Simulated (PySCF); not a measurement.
## Ionisation energy of W by level of theory

W [Xe] 4f14 5d4 6s2 (5D) → W⁺ [Xe] 4f14 5d4 6s1 (6D), as a difference of total energies. Calculation: PySCF 2.14, in aug-cc-pwCVTZ-PP with ECP60MDF (8s8p7d4f3g, 122 functions); scalar relativity through the core potential. Correlated levels: valence: 5s2 5p6 frozen; valence and next inner shell: nothing frozen outside the core potential. The calculations carry no spin-orbit coupling.

| method | ionisation energy (eV) | error (eV) |
| --- | --- | --- |
| UHF | 5.884 | -1.941 |
| LDA | 7.908 | +0.083 |
| PBE | 7.484 | -0.341 |
| PBE0 | 7.279 | -0.546 |
| r2SCAN | 7.073 | -0.752 |
| wB97M-V | 7.596 | -0.229 |
| CAM-B3LYP | 7.703 | -0.122 |
| PBEsol | 7.455 | -0.370 |
| MP2 (valence) | 7.241 | -0.584 |
| SCS-MP2 (valence) | 7.520 | -0.305 |
| MP2 (valence and next inner shell) | 7.500 | -0.325 |
| SCS-MP2 (valence and next inner shell) | 7.648 | -0.177 |

Reference: 7.825 eV (measured; NIST levels, between the centres of gravity of the two terms).

Errors of the correlated levels include the incompleteness of this basis and the frozen core.

MP2 underrates the near-degeneracy of ns² with np² in the lower species.
